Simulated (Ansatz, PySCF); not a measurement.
C2H6Si, SMILES C1C[SiH2]1.

Coordinates come from a B3LYP-D3(BJ)/def2-TZVP optimisation.

Vertical ionisation energy (IE) and electron affinity (EA) in eV. Rows of orbital energies are one-electron estimates. Where ΔSCF, EOM or ADC give a negative EA the extra electron is unbound and the value depends on the basis.

```json
[
 {"level": "−ε(HOMO), −ε(LUMO), HF/def2-TZVPD (PySCF)", "IE": "9.49", "EA": "-1.98"},
 {"level": "−ε(HOMO), −ε(LUMO), PBE/def2-TZVPD (PySCF)", "IE": "5.84", "EA": "0.65"},
 {"level": "ΔSCF, PBE0/def2-SVPD (Ansatz), final states of multiplicity 2 and 2", "IE": "9.18", "EA": "-1.79"},
 {"level": "ΔSCF, PBE/def2-SVPD (Ansatz), final states of multiplicity 2 and 2", "IE": "9.12", "EA": "-1.67"}
]
```

Task: What vertical singlet–triplet gap does ΔSCF give with PBE0/def2-SVPD (Ansatz, a first-principles code) and with PBE/def2-SVPD (Ansatz)? (Estimate from the structure and the level; the computed values follow.)

Result: 5.11 and 5.01 eV (triplet above singlet where positive).
